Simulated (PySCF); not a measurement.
C₅H₉F, SMILES C[C@H](F)C1CC1.

Geometry optimised at B3LYP-D3(BJ)/def2-SVP. The structure was generated by enumeration; whether it is a known compound was not checked. Other conformers were not sampled.

Method: PBE/def2-TZVP in PySCF.

The molecule is in vacuum.

Computed frontier levels, gap, dipole moment and polarisability:
```json
{
  "highest_occupied_level": "-7.06 eV",
  "lowest_empty_level": "0.62 eV",
  "orbital_gap": "7.69 eV",
  "dipole_moment": "0.370 e·Å",
  "quadrupole, principal values (traceless, Buckingham form, about the centre of nuclear charge)": "-5.44, 1.30, 4.14 D·Å",
  "mean_static_polarisability": "61.3 bohr³ (9.09 Å³)",
  "polarisability_principal_values": "54.9, 59.5, 69.6 bohr³"
}
```
